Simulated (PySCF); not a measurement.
Gas-phase XPS of `ClCC1=CC2(C=C1)CC2`, computed

C8H9Cl.
Cartesian coordinates in Å at the PBE0-D3(BJ)/def2-SVP level; atoms count from 1:
```xyz
18
C8H9Cl angstrom
Cl     3.9626    0.4989   -1.9358
C      3.1369   -0.1455   -0.4682
C      1.6966    0.2114   -0.4444
C      0.6482   -0.6491   -0.4057
C     -0.5993    0.1342   -0.3654
C     -0.1703    1.5460   -0.3915
C      1.1804    1.5827   -0.4390
C     -1.8711   -0.3383   -1.0620
C     -1.8256   -0.3261    0.4149
H      3.2819   -1.2333   -0.4658
H      3.6759    0.2850    0.3883
H      0.6945   -1.7393   -0.4036
H     -0.8553    2.3947   -0.3779
H      1.8066    2.4748   -0.4825
H     -1.8092   -1.2958   -1.5844
H     -2.4534    0.4273   -1.5799
H     -1.7359   -1.2748    0.9492
H     -2.3751    0.4505    0.9520
```

Computed with delta-SCF UKS SCAN, pcX-2 on the ionised atom, pcseg-1 elsewhere, spin-free X2C (PySCF 2.14.0). Vertical ΔSCF values, vacuum level as zero.

Problem. List the computed XPS lines with their assignment.

Solution. 
```json
{"atom(s)": "Cl1", "environment": "alkyl chlorine", "level": "Cl 1s", "binding energy (eV)": "2827.88", "2p1/2 (eV)": "–", "above the level's lowest (eV)": "0.00", "count": "1"}
{"atom(s)": "C2", "environment": "sp3 C–Cl carbon", "level": "C 1s", "binding energy (eV)": "292.06", "2p1/2 (eV)": "–", "above the level's lowest (eV)": "+2.28", "count": "1"}
{"atom(s)": "C5", "environment": "sp3 carbon at a ring junction", "level": "C 1s", "binding energy (eV)": "290.97", "2p1/2 (eV)": "–", "above the level's lowest (eV)": "+1.19", "count": "1"}
{"atom(s)": "C8/C9", "environment": "three-membered-ring carbon", "level": "C 1s", "binding energy (eV)": "290.90", "2p1/2 (eV)": "–", "above the level's lowest (eV)": "+1.12", "count": "2"}
{"atom(s)": "C3", "environment": "fully substituted alkene carbon", "level": "C 1s", "binding energy (eV)": "290.22", "2p1/2 (eV)": "–", "above the level's lowest (eV)": "+0.44", "count": "1"}
{"atom(s)": "C7", "environment": "alkene CH carbon", "level": "C 1s", "binding energy (eV)": "289.94", "2p1/2 (eV)": "–", "above the level's lowest (eV)": "+0.16", "count": "1"}
{"atom(s)": "C6", "environment": "alkene CH carbon", "level": "C 1s", "binding energy (eV)": "289.83", "2p1/2 (eV)": "–", "above the level's lowest (eV)": "+0.05", "count": "1"}
{"atom(s)": "C4", "environment": "alkene CH carbon", "level": "C 1s", "binding energy (eV)": "289.78", "2p1/2 (eV)": "–", "above the level's lowest (eV)": "0.00", "count": "1"}
{"atom(s)": "Cl1", "environment": "alkyl chlorine", "level": "Cl 2p3/2", "binding energy (eV)": "205.30", "2p1/2 (eV)": "206.95", "above the level's lowest (eV)": "0.00", "count": "1"}
```

The listed C 1s values span 2.28 eV, from C4 (bonded to C (double bond), C and H) to C2 (bonded to Cl, C and 2 H).

Problem. Which photon energy gives electrons from Cl 2p3/2 of Cl1 a kinetic energy of 20 eV, and what is their de Broglie wavelength?

Solution. hν = 205.30 + 20 = 225.30 eV, recoil neglected; λ = 12.264 Å/√(E/eV) = 2.74 Å.

Topologically equivalent atoms share the value of their first member; where this conformer doesn't relate them by symmetry, their own values could differ. The 2p values add to the ΔSCF energy of one spin-free hole a correction within the shell (spin–orbit coupling, ligand field). 2p1/2 minus 2p3/2 (ligand field included): Cl 1.65 eV. Isolated species at its PBE0-D3(BJ)/def2-SVP geometry (one conformer only).

Hardware: one thread, Arm Neoverse V2, on a shared host. Cost: 2.4 min.
